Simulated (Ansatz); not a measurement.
C6H9O (SMILES O=C1CC[CH]CC1), doublet (typed; the unrestricted solution is spin-contaminated), at a GFN2-xTB geometry. Base run: MP2/STO-3G (Ansatz, a program for electronic structure).

Input for Ansatz:
Ansatz 0.2 input:
```yaml
crystal:
  periodic: [false, false, false]
  atoms:
    - {symbol: O, position_ang: [-2.30991040, 0.16261397, 0.32350552]}
    - {symbol: C, position_ang: [-1.11853851, 0.07874331, 0.15665256]}
    - {symbol: C, position_ang: [-0.19376152, 1.26653046, 0.28011446]}
    - {symbol: C, position_ang: [1.06928310, 1.12646069, -0.57215067]}
    - {symbol: C, position_ang: [1.78605069, -0.12573509, -0.25013838]}
    - {symbol: C, position_ang: [1.01961696, -1.27351588, 0.27959790]}
    - {symbol: C, position_ang: [-0.43509445, -1.22226002, -0.19204248]}
    - {symbol: H, position_ang: [-0.74557191, 2.17538625, 0.03401302]}
    - {symbol: H, position_ang: [0.08950526, 1.33091202, 1.33516272]}
    - {symbol: H, position_ang: [1.72187303, 1.99176583, -0.42130000]}
    - {symbol: H, position_ang: [0.77448763, 1.14772450, -1.63394651]}
    - {symbol: H, position_ang: [2.84732669, -0.20044721, -0.39877126]}
    - {symbol: H, position_ang: [1.48075649, -2.21722578, -0.02723183]}
    - {symbol: H, position_ang: [1.02631754, -1.27449828, 1.38174174]}
    - {symbol: H, position_ang: [-1.01805368, -2.05122986, 0.21298471]}
    - {symbol: H, position_ang: [-0.46269552, -1.30464002, -1.28289701]}
basis:
  gaussian:
    orbitals: STO-3G
magnetization: {spin_polarized: true, initial_magnetization: 1}
correlation: {method: mp2}
```

Each row names what was changed in the base input (with any setting that the change needs).

| change | ΔE vs base (kcal/mol) | MP2 correlation (Eh) | basis functions |
|---|---|---|---|
| base | 0.000 | -0.32226 | 44 |
| method = bccd_t | -73.5 | -0.32278 | 44 |
| electrons = all | ? | ? | 44 |
| lower_state_search = off | 0.000 | -0.32226 | 44 |
| accuracy = high | -0.025 | -0.32226 | 44 |
| method = ccsd | -70.1 | -0.32278 | 44 |
| method = ccsd_t | -73.4 | -0.32278 | 44 |
| reference functional = pbe0 | -16.47 | - | 44 |
| electrons = outside_noble_gas | 0.000 | -0.32226 | 44 |
| method = rpa | ? | - | 44 |

**Question.** Fill in the missing entries.

**Answer.** 
- electrons = all, ΔE vs base (kcal/mol): -1.84
- electrons = all, MP2 correlation (Eh): -0.32518
- method = rpa, ΔE vs base (kcal/mol): -57.51
